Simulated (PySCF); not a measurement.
Job file and geometry (Å, from GFN2-xTB) of an NMR shielding run on `CC#CCC#[N+][BH2-]B(F)F`, C$_{5}$H$_{7}$B$_{2}$F$_{2}$N, GIAO PBE0/pcSseg-1 NMR shielding, non-relativistic, gas phase in PySCF; density fitting, a coarse starting grid and PySCF grid level 2 are the driver's defaults:

```
$ OMP_NUM_THREADS=1 python probes_run.py task.json out

{"job": {"kind": "nmr", "xc": "PBE0", "basis": "pcSseg-1"}, "charge": 0, "multiplicity": 1}
C      3.881367    -0.107847    -0.921091
C      2.744141     0.219131    -0.093115
C      1.815710     0.507556     0.606893
C      0.665562     0.846471     1.437275
C     -0.516460     0.193260     0.942012
N     -1.438250    -0.346168     0.512692
B     -2.675379    -0.947880     0.027283
B     -3.966240    -0.025965     0.609867
F     -3.843770     1.069949     1.372441
F     -5.250284    -0.281513     0.377655
H      3.837288     0.457641    -1.851048
H      4.804997     0.138883    -0.398713
H      3.877528    -1.172161    -1.152438
H      0.842401     0.529425     2.471711
H      0.505192     1.931111     1.427213
H     -2.605643    -0.931288    -1.162985
H     -2.685161    -2.068575     0.433900
```

Question: Write the output of this run.

Answer: 
```
coarse grid: 15176 points
cycle   1  E = -498.1036581827  dE =  1.466e+00  |g| = 7.857e-01  |ddm| = 4.168e+00
cycle   2  E = -497.8922853383  dE =  2.114e-01  |g| = 1.303e+00  |ddm| = 1.575e+00
cycle   3  E = -498.2165625587  dE = -3.243e-01  |g| = 3.252e-01  |ddm| = 9.753e-01
cycle   4  E = -498.2373411660  dE = -2.078e-02  |g| = 9.092e-02  |ddm| = 2.419e-01
cycle   5  E = -498.2389718069  dE = -1.631e-03  |g| = 2.317e-02  |ddm| = 6.785e-02
cycle   6  E = -498.2390710562  dE = -9.925e-05  |g| = 1.045e-02  |ddm| = 2.361e-02
cycle   7  E = -498.2390957720  dE = -2.472e-05  |g| = 2.473e-03  |ddm| = 8.273e-03
cycle   8  E = -498.2390970795  dE = -1.307e-06  |g| = 5.637e-04  |ddm| = 2.202e-03
final grid: 150264 points
cycle   9  E = -498.3032637795  dE = -6.112e-05  |g| = 6.904e-03  |ddm| = 4.152e-02
cycle  10  E = -498.3032645316  dE = -7.521e-07  |g| = 6.949e-03  |ddm| = 1.247e-02
cycle  11  E = -498.3032746877  dE = -1.016e-05  |g| = 1.799e-03  |ddm| = 5.446e-03
cycle  12  E = -498.3032753219  dE = -6.342e-07  |g| = 4.310e-04  |ddm| = 1.203e-03
cycle  13  E = -498.3032753550  dE = -3.307e-08  |g| = 2.041e-04  |ddm| = 3.782e-04
cycle  14  E = -498.3032753627  dE = -7.774e-09  |g| = 6.635e-05  |ddm| = 1.625e-04
cycle  15  E = -498.3032753637  dE = -1.012e-09  |g| = 2.077e-05  |ddm| = 5.855e-05
cycle  16  E = -498.3032753638  dE = -9.163e-11  |g| = 4.821e-06  |ddm| = 1.667e-05
converged SCF energy = -498.3032753638

GIAO shielding tensors (ppm)
atom      isotropic    diamagn.    paramagn.     s11        s22        s33       span
  0 C      182.567     253.693     -71.127    174.478    175.087    198.135     23.657
  1 C       95.664     266.058    -170.394      7.259     10.665    269.067    261.808
  2 C      117.814     264.869    -147.054     38.121     38.431    276.892    238.771
  3 C      176.118     252.833     -76.715    163.614    175.932    188.809     25.195
  4 C       73.227     272.772    -199.545    -18.271    -17.171    255.122    273.393
  5 N       37.156     333.972    -296.816   -107.220   -100.247    318.935    426.155
  6 B      147.072     196.183     -49.111    132.350    136.425    172.440     40.089
  7 B       64.015     194.539    -130.524     16.710     81.264     94.071     77.361
  8 F      220.357     473.891    -253.534     11.114    283.924    366.032    354.918
  9 F      216.294     462.941    -246.647     15.750    274.704    358.427    342.677
 10 H       29.623      29.868      -0.245     24.495     27.880     36.493     11.998
 11 H       29.670      24.620       5.050     24.516     27.675     36.820     12.303
 12 H       29.619      30.558      -0.939     24.459     27.993     36.405     11.946
 13 H       28.084      27.290       0.794     22.578     27.389     34.284     11.706
 14 H       27.997      28.466      -0.469     22.412     27.421     34.157     11.744
 15 H       29.838      31.648      -1.811     25.982     29.884     33.646      7.664
 16 H       29.882      30.020      -0.138     26.037     29.796     33.812      7.775
```

Size and cost of the density-fitted run: 205 basis functions, 85 s wall time on 1 thread of an Arm Neoverse N1, shared host; peak memory 1 GiB.
